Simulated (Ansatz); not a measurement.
[(Z)-prop-1-enyl]silane (C3H8Si), SMILES C/C=C\[SiH3].

Coordinates come from a r2SCAN-D4/def2-SVP optimisation.

Two levels are set side by side: PBE/def2-SVPD (Ansatz, a program for electronic structure) and PBE0/def2-SVPD (Ansatz). Energy differences of separate SCF runs at the same geometry; the states with an electron removed or added have multiplicity 2 and 2. Differences are taken from unrounded values.

| quantity | PBE0 |
|---|---|
| vertical ionisation energy (eV) | 9.50 |
| vertical singlet–triplet gap (eV) | 3.91 |

**Question.** What does PBE give, and how far is it from PBE0? (The exact figures need the calculation; the answer reports its results.)

**Answer.** 
```csv
quantity,PBE,PBE minus PBE0
vertical ionisation energy (eV),9.39,-0.11
vertical singlet–triplet gap (eV),4.04,0.13
```
